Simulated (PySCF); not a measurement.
An unknown shows these calculated signals:

¹H NMR (300 MHz, computed): δ 7.63 (br, 2H), 7.54 (br, 1H), 3.42 (m, 2H), 1.42 (m, 2H), 1.13 (t, J = 8.6 Hz, 3H).

¹³C{¹H} NMR (computed): δ 61.3 (CH2), 30.1 (CH2), 12.6 (CH3).

No solvent, single conformer, fast rotation and ring inversion assumed for equivalent nuclei, non-relativistic Hamiltonian. J couplings at B3LYP/pcJ-1 (spin–dipole term only in couplings to heteroatoms); GIAO CAM-B3LYP/pcSseg-2 shieldings; geometry: PBE0-D3(BJ)/def2-SVP; PySCF.

Shifts are taken against calculated references (same method and geometry level): ¹H (31.34 ppm), ¹³C (182.55 ppm) against TMS.

**Question.** Which of these does the molecule contain: an OH group, a tert-butyl group, an ester, a CH3CH2 unit?

**Answer.** 
- An OH group: no.
- A tert-butyl group: no.
- An ester: no.
- A CH3CH2 unit: yes (δC 12.6, 30.1; δH 1.13 (t), 1.42 (m)).

The data belong to SMILES BCBCC, C3H10B2; they needn't prove each group on their own.

Carbon signals by region: 1 at 50–100 ppm, 2 below 50 ppm.

Hydrogens on boron are broadened and split by ¹¹B (spin 3/2, 80 %) and 10B (spin 3). A carbon bonded to boron is broadened by the quadrupolar boron nucleus and is often missing from a measured spectrum. Multiplet labels drop couplings under 1 Hz and merge nearly equal ones. Unscaled 3J(H,H) at this level run about 10 % above measured values. Shifts are as computed, not scaled to solution data. Of 1313 compounds with measured shifts, 239 miss one by over three times the rms of a fit or turn the order of signals round; such compounds aren't used in these exercises. Vicinal couplings across rotatable single bonds and in flexible rings belong to the one computed conformer; a conformer average would change them.
